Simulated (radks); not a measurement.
Polarisability of neutral platinum, [Xe] 4f14 5d9 6s1, at imaginary frequency. All-electron calculation, non-relativistic Kohn-Sham, LB94 model potential, spin-polarised, spherical densities, point nucleus; open shells are filled with parallel spins first (spin-orbit coupling, left out, can overturn this in heavy ions); relativity is left out, which matters for an element this heavy. Program: a radial shooting solver on a logarithmic mesh with Libxc functionals. Response by self-consistent Sternheimer equations with the Hartree and adiabatic LDA kernel.

w (hartree)  alpha1(iw) (bohr^3)
0.00266                    42.86
0.0143                     42.64
0.0360                     41.45
0.0697                     38.16
0.118                      32.33
0.186                      25.27
0.280                      18.81
0.413                      13.67
0.605                      9.745
0.892                      6.690
1.35                       4.278
2.12                       2.431
3.59                       1.154
6.94                      0.4255
17.5                      0.1037

Static values: alpha1 = 42.87 bohr^3 (6.352 angstrom^3; uncoupled 73.32). C6 = 368.7, triple-dipole C9 = 10270 atomic units. One-pole (London) frequency 4 C6 / (3 alpha1^2) = 0.268 hartree, against 0.320 for minus the highest occupied eigenvalue. Recommended static value: 48 bohr^3 (Schwerdtfeger and Nagle, 2023 table).
